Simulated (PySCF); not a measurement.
GeF4, SMILES [F][Ge]([F])([F])[F].

Geometry optimised at TPSSh-D3(BJ)/def2-SVP. The isomer is the one that the SMILES or the coordinates give; other isomers of the formula were not compared.

Method: PBE/def2-TZVP run with PySCF.

Symmetry labels are those of the subgroup D2 that the program uses (full group Td).

Problem. List the valence orbital energies around the gap with their symmetry. (An estimate is asked for; the answer gives what the named calculation found.)

Solution. 
| orbital | symmetry | energy (eV) |
|---|---|---|
| HOMO−7 | A | -11.05 |
| HOMO−6 | A | -11.05 |
| HOMO−5 | B1 | -10.94 |
| HOMO−4 | B2 | -10.94 |
| HOMO−3 | B3 | -10.94 |
| HOMO−2 | B2 | -10.47 |
| HOMO−1 | B3 | -10.47 |
| HOMO | B1 | -10.47 |
| LUMO | A | -3.14 |
| LUMO+1 | B1 | 0.63 |
| LUMO+2 | B2 | 0.63 |
| LUMO+3 | B3 | 0.63 |
